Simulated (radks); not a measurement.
The platinum anion Pt2-, [Hg], held by a Watson sphere: a shell of charge +2.82 at radius R that stands for the Madelung well of a crystal (potential energy -2.82/R inside, -2.82/r outside, in hartree with lengths in bohr). Calculated with a radial shooting solver on a logarithmic mesh with Libxc functionals: scalar-relativistic Kohn-Sham, LB94 model potential, spin-polarised, spherical densities, point nucleus. Response by self-consistent Sternheimer equations with the Hartree and adiabatic LDA kernel, the relativistic mass of each level held fixed and spin-orbit coupling left out. The sphere does not respond.

| R (bohr) | e(5p) (eV) | e(6s) (eV) | e(5d) (eV) | <r> 5d (bohr) | sum of <r^2> (bohr^2) | X-ray form factor at sin(theta)/lambda = 0.3 1/angstrom | alpha (bohr^3) |
|---|---|---|---|---|---|---|---|
| 2.92 | -66.192 | -17.406 | -16.690 | 1.761 | 74.84 | 58.520 | 39.47 |
| 3.44 | -64.270 | -15.564 | -14.614 | 1.794 | 79.03 | 58.555 | 50.49 |
| 5.15 | -59.682 | -10.846 | -9.841 | 1.842 | 89.54 | 58.594 | 98.98 |
| 5.24 | -59.498 | -10.656 | -9.654 | 1.843 | 89.99 | 58.595 | 102.1 |
| 5.55 | -58.899 | -10.035 | -9.046 | 1.847 | 91.48 | 58.596 | 113.2 |
| 5.84 | -58.384 | -9.502 | -8.524 | 1.851 | 92.80 | 58.597 | 124.2 |
| 6.15 | -57.876 | -8.977 | -8.011 | 1.854 | 94.13 | 58.598 | 136.8 |
| 6.44 | -57.437 | -8.524 | -7.569 | 1.857 | 95.32 | 58.599 | 149.3 |
